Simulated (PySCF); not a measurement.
A species of formula C3H6OSi has this rotational fingerprint, computed with CAM-B3LYP/def2-SVPD in PySCF (dipole) on a GFN2-xTB geometry, gas phase:

| Property | Result |
| --- | --- |
| Rotational constants | A = 11578, B = 2180, C = 2148 MHz |
| Dipole components | \|μa\| = 2.72 D, \|μb\| = 0.54 D, \|μc\| = 0.00 D |
| Inertial defect | -40.17 u·Å² |
| κ | -0.99 |

**Question.** Which candidate fits, each taken in the one conformer that was computed?
A. `[CH3:1][C:2]#[C:3][SiH2:4][OH:5]` with C3–Si4–O5–H 55°
B. `[CH2:1]=[CH:2][SiH2:3][CH:4]=[O:5]` with C1–C2–Si3–C4 117°, C2–Si3–C4–O5 112°
C. `[O:1]=[CH:2][SiH:3]1[CH2:4][CH2:5]1` with O1–C2–Si3–C4 -153°

**Answer.** C. It is O=C[SiH]1CC1, a near-prolate asymmetric top, point group Cs. The candidates at the same level (rigid rotor, commonest isotopes):

```csv
SMILES,A (MHz),B (MHz),C (MHz),μa (D),μb (D),μc (D),Δ (u·Å²),point group,rotor
O=C[SiH]1CC1,11578,2180,2148,2.72,0.54,0.00,-40.17,Cs,near-prolate asymmetric top
CC#C[SiH2]O,15196,1535,1434,2.10,0.60,1.03,-10.03,–,near-prolate asymmetric top
C=C[SiH2]C=O,10518,1906,1766,2.87,0.18,1.01,-26.93,C1,near-prolate asymmetric top
```

`C=C[SiH2]C=O` has C 18 % too low; `CC#C[SiH2]O` has C 33 % too low. In the right answer the mirror of this Cs structure is the ab plane, so μc vanishes by symmetry. No structure here is proved a minimum.
